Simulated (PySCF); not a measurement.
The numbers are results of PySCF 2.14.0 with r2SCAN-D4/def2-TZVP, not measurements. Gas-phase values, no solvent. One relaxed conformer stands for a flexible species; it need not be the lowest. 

Reference species (SMILES): `[SiH]([SiH2]O)=[SiH2]` (H–O–Si–Si torsion 169°, O–Si–Si–Si torsion -23°) (neutral, multiplicity 1).

```
Property          Value
-------------  --------
LUMO           -2.58 eV
HOMO–LUMO gap   2.73 eV
```

Changed species: `[SiH3][Si](=O)[SiH3]`.

**Question.** Predict the effect on the LUMO and HOMO–LUMO gap.

**Answer.** the LUMO decreases by 0.74 eV, to -3.32 eV; the HOMO–LUMO gap increases by 0.23 eV, to 2.96 eV.
